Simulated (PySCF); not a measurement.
Isomers of C8H11FO. Level of theory: PBE0-D3(BJ)/def2-SVP geometry optimisation, gas phase in PySCF 2.14.0. Energies are electronic, without zero-point or thermal terms, for one conformer each. No frequencies were run at this level. Point groups hold within 0.08 Å.

Problem. Order them by energy at this level, lowest first, and give relative energies in kcal/mol.
A. `C[C@@]12CC[C@@](F)(C1)C(=O)C2`
B. `[CH3:1][O:2][C:3]1=[C:4]([F:5])[C@@H:6]2[CH2:7][CH2:8][C@H:9]1[CH2:10]2` with C1–O2–C3–C4 -1°
C. `[CH2:1]=[CH:2][C@@H:3]([F:4])[C@H:5]1[CH2:6][C@@H:7]1[CH2:8][CH:9]=[O:10]` with C1–C2–C3–F4 -3°, C2–C3–C5–C6 91°, C6–C7–C8–C9 93°, C7–C8–C9–O10 5°

Solution. A (0.0), B (32.7), C (48.6).

As drawn, the lowest has a quaternary carbon, which the highest lacks; the highest has a three-membered ring and a C=C bond outside aromatic rings, which the lowest lacks.

```json
{"SMILES": "C[C@@]12CC[C@@](F)(C1)C(=O)C2", "E (Eh)": "-485.66399", "E rel (kcal/mol)": "0.0", "dipole (D)": "4.18", "point group": "C1", "A, B, C (MHz)": "2170, 1251, 1057"}
{"SMILES": "COC1=C(F)[C@@H]2CC[C@H]1C2", "E (Eh)": "-485.61185", "E rel (kcal/mol)": "32.7", "dipole (D)": "0.49", "point group": "C1", "A, B, C (MHz)": "2185, 1221, 987.2"}
{"SMILES": "C=C[C@@H](F)[C@H]1C[C@@H]1CC=O", "E (Eh)": "-485.58647", "E rel (kcal/mol)": "48.6", "dipole (D)": "2.32", "point group": "C1", "A, B, C (MHz)": "3816, 548.6, 521.0"}
```
